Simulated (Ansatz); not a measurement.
Basis-set extrapolation for `N[SiH2]OC[SiH3]` (PBE0-D4/def2-TZVP geometry, frozen core, Ansatz 0.2.0). Multiplicity 1, RHF reference.

```json
{"": "HF", "def2-TZVPP": "-750.444039", "def2-QZVPP": "-750.471287"}
{"": "MP2 correlation", "def2-TZVPP": "-0.876428", "def2-QZVPP": "-0.940966"}
{"": "CCSD(T) correlation", "def2-TZVPP": "-0.966827", "def2-QZVPP": "not run"}
```

Energies in hartree. Use E(X) = E(∞) + A·exp(−7.88·√X) for Hartree–Fock and E(X) = E(∞) + B·X^(−2.97) for correlation, with X = 3 and 4, and add CCSD(T) minus MP2 of the smaller set to the MP2 limit.

What is the CCSD(T) energy at the basis-set limit?

HF limit: -750.471287 + (-0.027248) × 0.13774 = -750.47504. MP2 limit: -0.940966 + (-0.064538) × 0.74074 = -0.98877. Higher-order term: -0.966827 − (-0.876428) = -0.09040. Total: -751.55421 hartree, 3.90 eV below CCSD(T)/def2-TZVPP.
